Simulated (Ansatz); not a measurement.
# Worked example: SiH2(SH)2 + InH(SH)2 → SiH(SH)3 + InH2(SH)

Gas-phase species: SiH2(SH)2, singlet; InH(SH)2, singlet; SiH(SH)3, singlet; InH2(SH), singlet. The partners trade H for SH: Si–H and In–SH bonds give way to Si–SH and In–H.

Shapes, held fixed at every level: PBE0-D4/def2-TZVP. Flexible molecules stand in one conformer, not always the lowest. Programs: Ansatz 0.2.0. The zero-point and thermal change to 298 K, harmonic and unscaled (PBE0-D4/def2-TZVP), is -3.9 kJ/mol.

At CCSD(T)/def2-TZVPP; 1 Eh = 2625.50 kJ/mol:

```
  species   energy (Eh)
SiH2(SH)2  -1086.977360
 InH(SH)2   -986.814894
 SiH(SH)3  -1484.749629
 InH2(SH)   -589.028882
```

Problem. Work out ΔH(298 K) of the reaction at this level.

Solution. 
1. Products less reactants: (-1484.749629) + (-589.028882) − [(-1086.977360) + (-986.814894)] = 0.013743 Eh = +36.1 kJ/mol.
2. With the thermal change: +36.1 + (-3.9) = +32.2 kJ/mol.

Other levels give +25.6 (PBE0-D4/def2-TZVPP) to +42.6 kJ/mol (HF/def2-TZVPP). No measured value is set beside it here. For atoms past krypton def2 sets carry core potentials with scalar relativity. Outer-core shells of In are correlated, in sets that cover them unevenly.
